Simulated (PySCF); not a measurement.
This PySCF input asks for the NMR shieldings of `CC[C@@H]1CB(F)C[C@H]1F`, C6H11BF2; the geometry comes from GFN2-xTB.

```python
import basis_set_exchange as bse
import numpy as np
from pyscf import gto, dft
from pyscf.prop import nmr

atoms = """
C     2.557935    0.560242   -0.133965
C     1.439656   -0.424761   -0.452846
C     0.050361    0.162543   -0.208541
C    -0.249169    0.515794    1.260751
B    -1.815685    0.346426    1.385794
F    -2.553808    0.719373    2.409068
C    -2.352565   -0.354596    0.075663
C    -1.068311   -0.807816   -0.626468
F    -1.217675   -0.807162   -2.000549
H     2.553659    0.822087    0.921028
H     3.524408    0.123409   -0.373694
H     2.441540    1.471401   -0.716107
H     1.562132   -1.324563    0.155824
H     1.507972   -0.720996   -1.501950
H    -0.064087    1.062592   -0.821423
H     0.254251   -0.201427    1.915596
H     0.142089    1.496387    1.527907
H    -2.846042    0.381393   -0.565253
H    -3.062264   -1.170393    0.204568
H    -0.809545   -1.839254   -0.356958
"""
names = dict.fromkeys(["C", "B", "F", "H"], "pcSseg-1")
basis = {el: gto.basis.parse(bse.get_basis(n, elements=[el], fmt="nwchem")) for el, n in names.items()}
mol = gto.M(atom=atoms, basis=basis, charge=0, verbose=0)
mf = dft.RKS(mol, xc="PBE0")
mf.grids.level = 2
mf.grids.alignment = dft.numint.BLKSIZE   # the property module wants whole blocks of grid points
mf.conv_tol = 1e-9
mf.kernel()

calc = nmr.RKS(mf)   # GIAO
C = mf.mo_coeff
Co = C[:, mf.mo_occ > 0]
resp = mf.gen_response(singlet=True, hermi=2)
def vind(x):   # induced exchange potential for any number of trial vectors
    d = np.einsum("pi,xij,qj->xpq", C, 2 * x.reshape(-1, C.shape[1], Co.shape[1]), Co, optimize=True)
    return np.einsum("xpq,pi,qj->xij", resp(d - d.transpose(0, 2, 1)), C, Co, optimize=True).ravel()
mo1, _ = nmr.rhf.solve_mo1(calc, with_cphf=vind)
sigma = calc.kernel(mo1)
for i, s in enumerate(sigma):   # ppm
    print("%2d %-2s %9.2f" % (i, mol.atom_pure_symbol(i), np.trace(s) / 3))
```

Question: What are the results?

Answer: 
```
 0 C     171.60
 1 C     153.61
 2 C     136.11
 3 C     161.27
 4 B      35.54
 5 F     193.28
 6 C     155.07
 7 C      84.03
 8 F     373.93
 9 H      30.66
10 H      30.43
11 H      30.90
12 H      30.80
13 H      29.51
14 H      29.97
15 H      31.47
16 H      30.28
17 H      30.31
18 H      29.94
19 H      27.00
```

These numbers come from an equivalent density-fitted implementation of the same equations, which agrees with the script to about 0.01 ppm for H and up to a few tenths of a ppm for heavy atoms, so last digits may differ.

Size and cost of the density-fitted run: 208 basis functions, 28 s wall time on 1 thread of an Intel Xeon 6975P-C, shared host; peak memory 0.93 GiB.
